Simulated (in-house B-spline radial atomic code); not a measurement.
Configurations of Co4+, with energies counted from [Ar] 3d5. Level of theory: non-relativistic SCAN, spin-polarised, spherical fractional occupations, point nucleus; calculated with a radial B-spline atomic code at the basis-set limit. Shells without spins written out take the highest spin.

Occupations are held fixed; configurations that lie above the ionisation limit could autoionise.

```json
{"configuration": "[Ar] 3d(3 up, 2 down)", "E - E(ref) (eV)": "10.248", "highest orbital": "3d down", "its <r> (bohr)": "0.8778"}
{"configuration": "[Ar] 3d4 4p1", "E - E(ref) (eV)": "35.96", "highest orbital": "4p up", "its <r> (bohr)": "2.17"}
{"configuration": "[Ar] 3d4 4f1", "E - E(ref) (eV)": "59.017", "highest orbital": "4f up", "its <r> (bohr)": "3.413"}
{"configuration": "[Ne] 3s2 3p(2 up, 3 down) 3d(5 up, 1 down)", "E - E(ref) (eV)": "67.497", "highest orbital": "3d down", "its <r> (bohr)": "0.883"}
{"configuration": "[Ne] 3s2 3p5 3d5 4s1", "E - E(ref) (eV)": "78.147", "highest orbital": "4s up", "its <r> (bohr)": "1.943"}
{"configuration": "[Ne] 3s2 3p5 3d5 4p1", "E - E(ref) (eV)": "87.5", "highest orbital": "4p up", "its <r> (bohr)": "2.157"}
{"configuration": "[Ne] 3s2 3p5 3d5 4f1", "E - E(ref) (eV)": "110.76", "highest orbital": "4f up", "its <r> (bohr)": "3.395"}
```

Question: Order these further configurations by energy, lowest first.
A. [Ar] 3d(1 up, 3 down) 4d(0 up, 1 down)
B. [Ar] 3d(2 up, 2 down) 4f(1 up, 0 down)
C. [Ne] 3s2 3p(3 up, 2 down) 3d(5 up, 0 down) 4f(0 up, 1 down)
D. [Ar] 3d4 4s1
E. [Ar] 3d(1 up, 4 down)

Answer: E (6.8637 eV), D (26.684 eV), A (55.043 eV), B (66.727 eV), C (111.27 eV).

Question: How far above the reference does [Ne] 3s2 3p5 3d6 lie?

Answer: 60.703 eV; its least bound orbital is 3d down with <r> = 0.8974 bohr.

Question: How far above the reference does [Ne] 3s2 3p5 3d5 4d1 lie?

Answer: 100.85 eV; its least bound orbital is 4d up with <r> = 2.679 bohr.

Question: How far above the reference does [Ar] 3d4 4d1 lie?

Answer: 49.2 eV; its least bound orbital is 4d up with <r> = 2.694 bohr.
